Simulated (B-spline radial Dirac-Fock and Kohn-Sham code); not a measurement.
## K-line shifts caused by a second vacancy in Mn⁷⁺

System: the Mn⁷⁺ ion, configuration [Ne] 3s2 3p6, inside a Watson sphere of charge -7 and radius 2.4 Å (a model of the Madelung potential; inside it an electron's potential energy is raised by 42.0 eV).

Input file task.json (cfg lists n, l and occupation; rrms is the nuclear radius in fm):

```json
{"items": [{
  "Z": 25,
  "q": 7,
  "cfg": [[1, 0, 2], [2, 0, 2], [2, 1, 6], [3, 0, 2], [3, 1, 6]],
  "A": 55,
  "rrms": 3.7057,
  "watson": [-7, 2.4],
  "do": ["binding", "quiet", "double"]
}]}
```

Launch: `python xray_run.py task.json out`

Calculated with a radial B-spline solver, using multi-electron Dirac-Fock with separately optimised hole states, Breit and Lamb-shift corrections added in first order. Each two-hole energy is an average over J within one jj subconfiguration, not an observable level; in light atoms, where LS coupling holds, the j-resolved values are not observed lines, and for a K spectator the Kα1 hypersatellite is nearly forbidden. The model has no electron correlation.

Lines without a spectator: Kα2 (K-L2) 5883.1 eV, Kα1 (K-L3) 5893.3 eV, Kβ3 (K-M2) 6509.9 eV, Kβ1 (K-M3) 6511.4 eV. Shifts in eV with one spectator hole (a dash: not computed, or left out as unreliable):

| spectator hole | Kα2 | Kα1 | Kβ3 | Kβ1 |
| --- | --- | --- | --- | --- |
| L2 (2p1/2) | +23.98 | +29.40 | – | +72.5 |
| L3 (2p3/2) | +27.57 | +26.36 | +70.5 | – |
| M2 (3p1/2) | – | +2.80 | +9.69 | +11.38 |
| M3 (3p3/2) | +2.59 | – | +11.01 | +10.57 |

Problem. Where does the K-L3 hypersatellite lie, emitted when both K electrons are missing?

Solution. +263.2 eV from the normal line, at 6156.4 eV. Removing both K electrons costs 13696.5 eV, which is 369.3 eV more than twice the K binding energy. In light atoms the observed hypersatellite is the ¹S₀ → ¹P₁ component, which lies below this average, and the triplet component is nearly forbidden.

With n spectator holes in 2p, averaged over the 2p shell (energies in eV):

| n | KαLⁿ | step | hypersatellite KαʰLⁿ |
| --- | --- | --- | --- |
| 0 | 5889.8 | – | 6152.4 |
| 1 | 5917.2 | +27.3 | 6181.1 |
| 2 | 5945.9 | +28.7 | 6211.3 |
| 3 | 5976.1 | +30.1 | 6242.8 |
| 4 | 6007.6 | +31.5 | 6275.6 |
| 5 | 6040.5 | +32.9 | 6309.8 |
